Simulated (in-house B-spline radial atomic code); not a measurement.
Radial electron density of Ag, [Kr] 4d10 5s1. Level of theory: non-relativistic r2SCAN, spin-polarised, spherical fractional occupations, point nucleus, inside a hard spherical wall at 3.88 bohr; calculated with a B-spline radial code for spherical atoms.

Columns: r (bohr), 4πr²n(r) (electrons per bohr), bar.

```
 0.00165    2.134 #
 0.00201    3.061 ##
 0.00244    4.332 ###
 0.00296    6.071 ####
  0.0036    8.457 #####
 0.00436    11.55 #######
  0.0053    15.63 #########
 0.00643    20.69 ############
 0.00781    26.83 ################
 0.00948    33.83 ####################
  0.0115    41.27 ########################
   0.014    48.58 #############################
   0.017     54.5 ################################
  0.0206    58.04 ##################################
   0.025    58.59 ##################################
  0.0304    56.28 #################################
  0.0369    52.77 ###############################
  0.0448    50.82 ##############################
  0.0544    53.19 ###############################
   0.066    60.47 ####################################
  0.0801    69.67 #########################################
  0.0973    74.93 ############################################
   0.118    71.71 ##########################################
   0.143    61.68 ####################################
   0.174    52.53 ###############################
   0.211    52.09 ###############################
   0.257    58.34 ##################################
   0.312    59.91 ###################################
   0.378    49.43 #############################
   0.459    31.82 ###################
   0.558    19.04 ###########
   0.677    16.51 ##########
   0.822    18.67 ###########
   0.998    18.23 ###########
    1.21    14.05 ########
    1.47    8.971 #####
    1.79    5.178 ###
    2.17    2.946 ##
    2.63    1.508 #
     3.2   0.4498 
    3.84 0.001549
```

On this grid the curve has 4 maxima, near 0.025, 0.0973, 0.312, 0.822 bohr.

The 4d up radial function P(r) = rR(r), positive near the nucleus:

| r (bohr) | P |
| --- | --- |
| 0.0115 | 0.001159 |
| 0.017 | 0.003443 |
| 0.025 | 0.009704 |
| 0.0369 | 0.02615 |
| 0.0544 | 0.06503 |
| 0.0801 | 0.1443 |
| 0.118 | 0.2739 |
| 0.174 | 0.4136 |
| 0.257 | 0.4301 |
| 0.378 | 0.1616 |
| 0.558 | -0.3689 |
| 0.822 | -0.8227 |
| 1.21 | -0.8723 |
| 1.79 | -0.6139 |
| 2.63 | -0.3075 |
| 3.84 | -0.008818 |
